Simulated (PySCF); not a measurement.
A calculated (UHF, PySCF 2.14, x2c-TZVPall, the spin-free X2C one-electron Hamiltonian (Gaussian nucleus)) atom or ion has these occupied shells.

```
shell  electrons  orbital energy (eV)  rms radius, mean of both spins (bohr)
 1s α          1              -6064.5                                 0.0734
 1s β          1              -6064.5                                 0.0734
 2s α          1              -747.00                                  0.316
 2s β          1              -744.47                                  0.316
 2p α          3              -628.30                                  0.287
 2p β          3              -625.74                                  0.287
 3s α          1              -117.69                                  0.965
 3s β          1              -109.31                                  0.965
 3p α          3              -83.592                                   1.04
 3p β          3              -73.324                                   1.04
 3d α          4              -32.388                                   1.33
```

Problem. Name the element and its charge.

Solution. Cr²⁺ (chromium, charge +2), in [Ar] 3d4, high-spin 5D determinant.
